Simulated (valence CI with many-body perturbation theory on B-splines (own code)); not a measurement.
## Forbidden lines of Pr53+

Calculated by valence CI with perturbative core correlation (CI+MBPT): four valence electrons over a frozen Dirac-Fock core [He], radial functions for each j: 11 s, 11 p, 10 d, 8 f, 5 g, 2 h, with the one-electron correlation potential Σ1, the two-electron term Σ2, the three-electron term Σ3, Breit, model QED; selected CI, second order for the rest, scaled by the run's own slope (own B-spline code, finite nucleus).

No measured spectrum was set against this ion. As an estimate, large intervals hold to a few tenths of a per cent, small ones and those within an open d or f shell to about a per cent. Among the levels kept, up to 850 cm⁻¹ of a level comes from second order outside the variational space, and about a tenth of that is noise between levels of different J, which matters for small intervals.

Lines 51 to 77 of 77 in falling wavelength, among levels below 64053 × 10³ cm⁻¹, chosen from the decays that carry over 1 % of a level's rate. Wavelengths and rates use the calculated energies. Electric multipoles are in the length gauge, E1 and E2 with the static RPA response of the core. S is in atomic units (e²a₀⁴ for E2 and M2, e²a₀⁶ for E3), for M1 in squared Bohr magnetons. Weak lines are less certain than strong ones. Lines between different terms over intervals too small for the method are left out, as are lines whose strength nearly cancels. The highest levels of a list are the least certain.

Levels are named by their leading jj configuration (3d3/2^4 stands for four electrons in 3d with j = 3/2), which in mixed levels can hold well under half, so a name can repeat and another be missing. Letters in brackets count levels of one name in rising energy.

| λ vac (Å) | Upper | Lower | Type | A (s⁻¹) | S (a.u.) |
| --- | --- | --- | --- | --- | --- |
| 1.909 | (2s^2 2p3/2 3d5/2) J=4 | (2s^2 2p1/2 2p3/2) J=2 | E3 | 6.24e+08 | 1.65e-06 |
| 1.905 | (2s^2 2p3/2 3d5/2) J=4 | (2s^2 2p1/2 2p3/2) J=1 | E3 | 1.04e+09 | 2.71e-06 |
| 1.874 | (2p1/2 2p3/2^2 3d3/2) J=4 | (2s 2p1/2 2p3/2^2) J=2 [b] | E2 | 1.08e+12 | 2.00e-04 |
| 1.873 | (2p1/2^2 2p3/2 3d3/2) J=2 | (2s 2p1/2^2 2p3/2) J=1 | E2 | 8.18e+11 | 8.41e-05 |
| 1.872 | (2s 2p1/2 2p3/2 3d3/2) J=4 | (2s^2 2p1/2 2p3/2) J=2 | E2 | 2.49e+11 | 4.59e-05 |
| 1.871 | (2p1/2^2 2p3/2 3d3/2) J=3 | (2s 2p1/2^2 2p3/2) J=1 | E2 | 8.29e+11 | 1.19e-04 |
| 1.870 | (2s 2p1/2 2p3/2 3d5/2) J=4 [a] | (2s^2 2p1/2 2p3/2) J=2 | E2 | 6.96e+11 | 1.28e-04 |
| 1.869 | (2p1/2 2p3/2^2 3d5/2) J=4 | (2s 2p1/2 2p3/2^2) J=2 [b] | E2 | 2.02e+11 | 3.71e-05 |
| 1.866 | (2p1/2 2p3/2^2 3d5/2) J=3 | (2s 2p1/2 2p3/2^2) J=1 [a] | E2 | 7.15e+11 | 1.01e-04 |
| 1.861 | (2s 2p3/2^2 3d5/2) J=4 [a] | (2s^2 2p3/2^2) J=2 | E2 | 1.24e+12 | 2.23e-04 |
| 1.856 | (2s 2p1/2 2p3/2 3d3/2) J=3 [c] | (2s^2 2p1/2 2p3/2) J=2 | E2 | 1.90e+12 | 2.62e-04 |
| 1.854 | (2p1/2 2p3/2^2 3d3/2) J=4 | (2s 2p1/2 2p3/2^2) J=3 | E2 | 7.83e+11 | 1.38e-04 |
| 1.854 | (2p1/2^2 2p3/2 3d3/2) J=2 | (2s 2p1/2^2 2p3/2) J=2 | E2 | 1.24e+12 | 1.21e-04 |
| 1.853 | (2p1/2^2 2p3/2 3d3/2) J=3 | (2s 2p1/2^2 2p3/2) J=2 | E2 | 1.21e+12 | 1.65e-04 |
| 1.852 | (2p1/2^2 2p3/2 3d3/2) J=1 | (2s 2p1/2^2 2p3/2) J=2 | E2 | 1.91e+12 | 1.12e-04 |
| 1.851 | (2p1/2^2 2p3/2 3d3/2) J=0 | (2s 2p1/2^2 2p3/2) J=2 | E2 | 2.04e+12 | 3.96e-05 |
| 1.850 | (2p1/2 2p3/2^2 3d3/2) J=1 [a] | (2s 2p1/2 2p3/2^2) J=2 [a] | E2 | 1.63e+12 | 9.44e-05 |
| 1.849 | (2p1/2 2p3/2^2 3d3/2) J=2 [a] | (2s 2p1/2 2p3/2^2) J=2 [a] | E2 | 1.54e+12 | 1.48e-04 |
| 1.849 | (2s 2p1/2 2p3/2 3d3/2) J=1 [c] | (2s^2 2p1/2 2p3/2) J=1 | E2 | 2.02e+12 | 1.17e-04 |
| 1.849 | (2p1/2 2p3/2^2 3d3/2) J=0 | (2s 2p1/2 2p3/2^2) J=2 [a] | E2 | 1.71e+12 | 3.31e-05 |
| 1.846 | (2s 2p3/2^2 3d5/2) J=2 [b] | (2s^2 2p3/2^2) J=0 | E2 | 2.60e+12 | 2.49e-04 |
| 1.844 | (2p1/2 2p3/2^2 3d3/2) J=4 | (2s 2p1/2 2p3/2^2) J=2 [a] | E2 | 1.80e+11 | 3.08e-05 |
| 1.842 | (2p1/2^2 2p3/2 3d5/2) J=4 | (2s 2p1/2^2 2p3/2) J=2 | E2 | 2.06e+12 | 3.52e-04 |
| 1.839 | (2p1/2 2p3/2^2 3d5/2) J=4 | (2s 2p1/2 2p3/2^2) J=2 [a] | E2 | 1.89e+12 | 3.19e-04 |
| 1.839 | (2p1/2 2p3/2^2 3d5/2) J=3 | (2s 2p1/2 2p3/2^2) J=2 [a] | E2 | 1.09e+12 | 1.44e-04 |
| 1.838 | (2s 2p3/2^2 3d5/2) J=4 [b] | (2s^2 2p3/2^2) J=2 | E2 | 2.07e+12 | 3.49e-04 |
| 1.837 | (2s 2p3/2^2 3d5/2) J=3 [b] | (2s^2 2p3/2^2) J=2 | E2 | 5.33e+11 | 6.97e-05 |
